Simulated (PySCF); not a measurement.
**SnTe⁺: one state, many levels of theory**

State: ²Π (doublet), unpaired electrons π ↑. Set-up: basis Sn cc-pVDZ-PP with ECP28, Te cc-pVDZ-PP with ECP28; scalar-relativistic core potentials; PySCF 2.14. De refers to Sn⁺ + Te in their high-spin ground configurations, without counterpoise correction. The functionals are run spin-unrestricted. A positive dipole points towards Te; it is taken about the centre of mass and depends on that origin. Levels whose curve was spin-contaminated or gave no clean fit are not listed.

| Level | Re (Å) | ωe (cm⁻¹) | De (eV) | μ (D) |
| --- | --- | --- | --- | --- |
| PBE | 2.729 | 203 | 3.17 | -2.97 |
| BP86 | 2.731 | 202 | 3.15 | -2.99 |
| r²SCAN | 2.706 | 210 | 2.95 | -3.06 |
| PBE0 | 2.696 | 215 | 2.86 | -3.23 |
| B97-3 | 2.717 | 210 | 2.79 | -3.49 |
| M06-2X | 2.704 | 215 | 2.15 | -3.92 |
| CAM-B3LYP | 2.684 | 220 | 2.66 | -3.34 |

What does a quarter of exact exchange do here, going from PBE to PBE0?

PBE0 less PBE: -3.3 pm in Re, +5.9 % in ωe, -0.31 eV in De. Exact exchange removes part of the self-interaction that spreads semilocal densities, and in most molecules shortens and stiffens the bond and lowers De; so it does here.

What does the step from GGA to meta-GGA do here, going from PBE to r²SCAN?

r²SCAN less PBE: -2.3 pm in Re, +3.4 % in ωe, -0.22 eV in De. 

These are scalar-relativistic numbers at best; spin–orbit coupling would shift them, the dissociation energy most. For an ion De counts to the pair picked by the measured ionisation energies or electron affinities, which need not be the lowest pair at this level. The state was picked by a PBE0 search and need not be the measured ground state.
